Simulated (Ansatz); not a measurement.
InCl₃. Total charge 0; singlet. Geometry PBE0-D4/def2-SVP, basis def2-TZVP, Ansatz.

```csv
run,HOMO (eV),LUMO (eV)
A,-11.90,-1.04
B,-12.77,0.36
C,-8.91,-3.49
D,-9.04,-3.49
E,-8.01,-3.97
F,-9.45,-3.12
```

In the def2 sets In takes a core potential; there is no spin–orbit coupling. HSE06 is defined as in plane-wave codes, on full-range PBE exchange.

Task: The runs used HF, HSE06, PBE, PBE0, r2SCANh, ωB97X-V. Estimate which is which.

Result: A ωB97X-V (range-separated); B HF (100 % exact exchange); C r2SCANh (10 % exact exchange); D HSE06 (range-separated); E PBE (0 % exact exchange); F PBE0 (25 % exact exchange). Exact exchange lowers occupied and raises empty levels; among semilocal functionals meta-GGAs tend to open the gap a little, and such runs are hard to tell apart. The gap grows from 4.03 eV (PBE) to 13.13 eV (HF).
